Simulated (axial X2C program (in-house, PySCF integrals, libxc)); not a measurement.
Potential curves of ZrBr, with spin–orbit coupling

Computed with an in-house all-electron X2C program for linear molecules (integrals from PySCF). Two-component (2c) means X2C with spin–orbit coupling and atomic mean-field two-electron Coulomb and Gaunt terms. Basis: Zr dyall-cv3z [11s12p9d6f3g], Br dyall-cv3z [8s9p6d4f1g] (cores contracted in-house); Gaussian nuclei, density fitting, unrestricted open shells. Masses: Zr 89.905 u, Br 78.918 u.

State: Ω = 3/2 (⟨Sz⟩ = 1.50, ⟨Lz⟩ = 0.00 at PW91). Energies in cm⁻¹ from the lowest point of each curve. Fits are polynomials in 1 − R0/R over 0.85 to 1.23 times the lowest point R0.

```tsv
R (Å)	PW91	CCSD(T)
2.1637	6996	
2.2632	2780	4185
2.3378	1035	1889
2.4124	183	570
2.4870	0	0
2.5740	407	43
2.6611	1289	643
2.7730	2875	1973
2.9098	5207
```

Correlated methods: 11 electrons correlated (number of frozen shells: Zr 4 s, 3 p, 1 d; Br 3 s, 2 p, 1 d), 323 virtual spin orbitals or spinors in MP2, 90 natural virtuals in coupled cluster.

The state is a single determinant with fixed occupations, the lowest that a limited PBE0 search found. Density functionals use the spin component along the axis (collinear). CCSD and (T) use frozen natural virtuals with an MP2 correction for the truncation; (T) itself is uncorrected, so its De runs slightly low. PBE0 can misorder states that lie within some tenths of an eV, so this need not be the ground state of the molecule. The nearest other 2c determinant of the search, Ω = 3/2, lies 0.06 eV up at the distance of the search. With several unpaired electrons one determinant need not be a pure state. The outer-core s and p shells of the metal are frozen in the correlated rows, which leaves out core–valence correlation; for alkali and alkaline-earth bonds that tends to lengthen them. This is the top spin component of a Σ state; components of lower Ω are not single determinants and can lie lower. With the outer-core shells frozen, correlated bond lengths of heavy atoms tend to come out a few hundredths of an ångström too long. Coupled cluster ran on the points near the minimum only. MP2 and coupled cluster on one determinant become unreliable at the stretched end.

Q: Fit the PW91 curve near its minimum: give the equilibrium distance and the harmonic wavenumber.

A: At PW91, 2c: Re = 2.474 Å, ωe ≈ 275 cm⁻¹; Be follows as 0.0656 cm⁻¹.

Q: Fit the CCSD(T) curve near its minimum: give the equilibrium distance and the harmonic wavenumber.

A: At CCSD(T), 2c: Re = 2.524 Å, ωe ≈ 266 cm⁻¹; Be follows as 0.063 cm⁻¹.
